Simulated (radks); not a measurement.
Results of a calculation; reference values are marked as such.
Charge is removed step by step from the 4p down level of the cadmium ion Cd2+, starting from [Ar] 3d10 4s2 4p(up 3, down 3) 4d10. Code: a radial shooting solver on a logarithmic mesh with Libxc functionals. Model: scalar-relativistic Kohn-Sham, BLYP, spin-polarised, spherical densities, finite nucleus; Fermi nuclear charge, rms radius 4.6087 fm.

removed (e)  E - E(0) (eV)  eigenvalue (eV)  E minus straight line (eV)
0                    0.000          -85.781                       0.000
0.1                  8.655          -87.422                      -0.761
0.2                 17.476          -89.079                      -1.356
0.3                 26.463          -90.753                      -1.785
0.4                 35.617          -92.442                      -2.046
0.5                 44.942          -94.146                      -2.138
0.6                 54.438          -95.865                      -2.058
0.7                 64.106          -97.598                      -1.806
0.8                 73.948          -99.344                      -1.379
0.9                 83.965          -101.10                      -0.778
1                   94.159          -102.88                       0.000

Removing the whole electron costs 94.159 eV by Delta-SCF, against 85.781 eV from minus the eigenvalue at the starting occupation. Slater's transition state (half an electron removed) gives 94.146 eV. Integrating minus the eigenvalue over the occupation (Janak's theorem) gives 94.207 eV. In this scalar-relativistic scheme the density is built from large components alone, so the theorem holds only approximately. The mean slope of the eigenvalue, de/dn, is 17.1 eV per electron.
